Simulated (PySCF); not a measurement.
H3NSi (SMILES N[SiH]), singlet, geometry from GFN2-xTB. Base run: PBE0/6-31+G* (PySCF).

Input for PySCF:
```python
from pyscf import gto, scf, dft, solvent

mol = gto.Mole()
mol.atom = '''
    Si   -0.25545520    0.38837916    0.50410811
    H    -0.60209363    1.47144592   -0.46443587
    N     0.41416313   -0.68604256   -0.64975825
    H     0.49147272   -0.52045741   -1.64375077
    H     0.78785188   -1.58599880   -0.40101920
'''
mol.basis = '6-31+g*'
mol.verbose = 4
mol.build()

mf = dft.RKS(mol)
mf.xc = 'pbe0'
mf.kernel()
```

The base run was repeated with changes; each row names its change, and settings that it needs were set with it.

| change | ΔE vs base (kJ/mol) | dipole (D) | HOMO-LUMO gap (eV) |
|---|---|---|---|
| base | 0.00 | 2.19 | 4.72 |
| model = ddCOSMO; solvent = chloroform | -10.41 | 2.60 | 4.83 |
| model = C-PCM; solvent = chloroform | -13.55 | 2.70 | 4.81 |
| model = IEF-PCM; solvent = chloroform; r_probe = 0.5 | -5.32 | 2.48 | 4.75 |
| model = IEF-PCM; solvent = chloroform; vdw_scale = 1.1 | -16.02 | 2.74 | 4.83 |
| model = IEF-PCM; solvent = chloroform; lebedev_order = 41 | -12.34 | 2.67 | 4.80 |
| model = IEF-PCM; solvent = chloroform; lebedev_order = 11 | -11.63 | 2.66 | 4.79 |
| model = IEF-PCM; solvent = water | -17.39 | 2.87 | 4.83 |
| model = IEF-PCM; solvent = acetonitrile | -16.95 | 2.85 | 4.83 |
| model = IEF-PCM; solvent = dimethylsulfoxide | -17.14 | 2.86 | 4.83 |
| model = IEF-PCM; solvent = chloroform; vdw_scale = 1.4 | -7.42 | 2.54 | 4.76 |
| model = IEF-PCM; solvent = chloroform | -12.29 | 2.67 | 4.80 |

The base is the gas phase, so ΔE is the electrostatic part of solvation at a fixed geometry, without cavity and dispersion terms.
